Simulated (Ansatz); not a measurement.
The cation of C₂H₁₀FHfN₃ (`C[N](C)[Hf]([NH2])([NH2])[F]`) at the neutral geometry.

```yaml
crystal:
  periodic: [false, false, false]
  atoms:
    - {symbol: C, position_ang: [0.484563, -1.792559, -0.866200]}
    - {symbol: N, position_ang: [0.434829, -0.368100, -0.626658]}
    - {symbol: C, position_ang: [1.488593, 0.344530, -1.301169]}
    - {symbol: Hf, position_ang: [-1.110835, 0.282372, 0.515826]}
    - {symbol: N, position_ang: [-1.177673, 2.318876, 0.408063]}
    - {symbol: N, position_ang: [-0.636934, -0.244277, 2.429940]}
    - {symbol: F, position_ang: [-2.770454, -0.517745, -0.076993]}
    - {symbol: H, position_ang: [1.421992, -2.235633, -0.499429]}
    - {symbol: H, position_ang: [-0.336569, -2.310878, -0.354458]}
    - {symbol: H, position_ang: [0.398780, -2.033103, -1.935822]}
    - {symbol: H, position_ang: [2.481457, 0.012879, -0.962534]}
    - {symbol: H, position_ang: [1.407155, 1.415956, -1.109930]}
    - {symbol: H, position_ang: [1.450716, 0.189832, -2.390044]}
    - {symbol: H, position_ang: [-1.664119, 2.855494, -0.297131]}
    - {symbol: H, position_ang: [-0.838658, 2.953424, 1.116825]}
    - {symbol: H, position_ang: [-1.278135, -0.244879, 3.211489]}
    - {symbol: H, position_ang: [0.245292, -0.626190, 2.738225]}
basis:
  gaussian: {orbitals: def2-QZVPP}
total_charge: 1
magnetization: {spin_polarized: true, initial_magnetization: 1}
correlation: {method: mp2}
scf: {omitted_lower_state_checks: [cluster_reference]}
```

```sh
$ ansatz run in.yaml --threads 2 --pin off --events-out ev --progress --plain --backend cuda
```

Output, abridged:

```
Functional definition: HF
4334 factors; integrals over basis functions are off by at most 1.2e-3 eV
mean field evaluation 1: about -10651.3651 eV, gradient 5.8e1 eV
mean field evaluation 2: about -10651.3696 eV, gradient 5.8e1 eV
mean field evaluation 4: about -10664.7012 eV, gradient 5.0e0 eV
mean field evaluation 8: about -10665.0027 eV, gradient 4.1e-1 eV
mean field evaluation 16: about -10663.6490 eV, gradient 1.8e0 eV
mean field evaluation 32: about -10662.7518 eV, gradient 7.1e0 eV
mean field -10665.00534266 eV, -391.9317173423 hartree, gradient 3.0e-6 eV, S^2 0.763964; 3 other end points of the search recorded, 0 dependent functions left out
6 core orbitals not correlated: weight in the atoms' cores, before any rotation towards them, 1.000 or more for the frozen orbitals, at most 0.000 for the correlated occupied ones
reference -10665.00534266 eV, -391.9317173423 hartree; 26, 25 occupied and 691, 692 virtual orbitals, 4334 factors
second order -45.20193933 eV of doubles, -0.00000000 eV of singles
Total energy: -10710.20728199 eV, -393.5928579738 hartree
Checks for a lower state left out: cluster_reference
```

Hardware: 2 threads of an AMD EPYC 7R13 on a shared host and a share of an NVIDIA H100 80 GB. Wall time 12 s, peak host memory 1.5 GiB.
